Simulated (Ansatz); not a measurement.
Ideal-gas functions of `[F][Zn][CH]1CO1` at 800 K and 1 bar, from an Ansatz frequency run at PBE0-D4/def2-TZVP.

Molar mass 127.43 g/mol, point group C1 (symmetry number 1), electronic degeneracy 1, moments of inertia 29.207, 308.792, 312.49 u Å². Harmonic wavenumbers (cm⁻¹, unscaled): 102, 111, 252, 280, 516, 685, 858, 930, 952, 1091, 1163, 1178, 1278, 1340, 1528, 3097, 3103, 3184.

Use S(trans) = R[1.5 ln M + 2.5 ln T − 1.1517]; rotational temperatures θ = 24.2544 K / I; S(rot) = R[ln(√π/σ · √(T³/θAθBθC)) + 1.5]; for each mode x = 1.438777 ν̃/T, S = R[x/(eˣ − 1) − ln(1 − e⁻ˣ)] and H = RT x/(eˣ − 1); 1 cm⁻¹ = 0.0119627 kJ/mol; R = 8.31446 J/(mol·K).

Task: By hand: the entropy, in J/(mol·K).

Result: Translation 189.8. Rotation: θ = 0.8304, 0.0785, 0.0776 K, giving 122.6. Vibration, mode by mode: 22.43, 21.73, 14.97, 14.11, 9.23, 7.09, 5.49, 4.94, 4.79, 3.93, 3.55, 3.47, 3.01, 2.76, 2.11, 0.21, 0.21, 0.18, in all 124.2. Electronic 0.0. Sum 436.6 J/(mol·K).

Task: By hand: H − E and G − E in kJ/mol, counted from the electronic energy.

Result: Zero-point energy ½ × 21648 × 0.0119627 = 129.5; thermal vibration 48.7; translation, rotation and pV give 4 RT = 26.6. H − E = 204.8 kJ/mol, and G − E = 204.8 − 800 × 436.6/1000 = -144.5 kJ/mol.

Vibration gives 28 % of the entropy, 44.2 J/(mol·K) of it from the modes under 150 cm⁻¹: soft modes count most, and the harmonic formula is weakest for them. The sum counts one conformer and one mirror image; others add a mixing term.
